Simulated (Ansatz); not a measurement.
Reaction (ligand exchange at a B–C bond): `BC(C)(C)F` + `BNCC` → `BN(B)CC` + `CC(C)F`

Gas-phase electronic energies from Ansatz, PBE0-D4/def2-TZVP geometries. CCSD(T)/CBS adds triple-zeta CCSD(T) − MP2 to the extrapolated MP2 energy (def2 sets, frozen cores). DFT in def2-TZVPP. B3LYP here is the variant with VWN-RPA as its local correlation; programs differ in this. One conformer a species, not always the lowest.

Problem. Is it downhill or uphill in electronic energy at CCSD(T)/CBS, and by how much? (Best estimate.)

Solution. Computed: Downhill: ΔE = -112.7 kJ/mol.

Problem. What do these levels give: BLYP-D4, ωB97M-V, B3LYP, r2SCANh, HF/def2-TZVPP, MP2/CBS(def2)? (Best estimate.)

Solution. Computed: BLYP-D4 -108.3, ωB97M-V -110.4, B3LYP -110.1, r2SCANh -109.3, HF/def2-TZVPP -118.4, MP2/CBS(def2) -116.3 kJ/mol.

Largest T1 diagnostic among the species: 0.012.

At CCSD(T), def2-SVP lies −4.0 kJ/mol from the extrapolated value and def2-TZVPP −0.9 kJ/mol. From PBE to PBE0 (25 % exact exchange), in def2-TZVPP and without D4, ΔE moves by −3.9 kJ/mol.
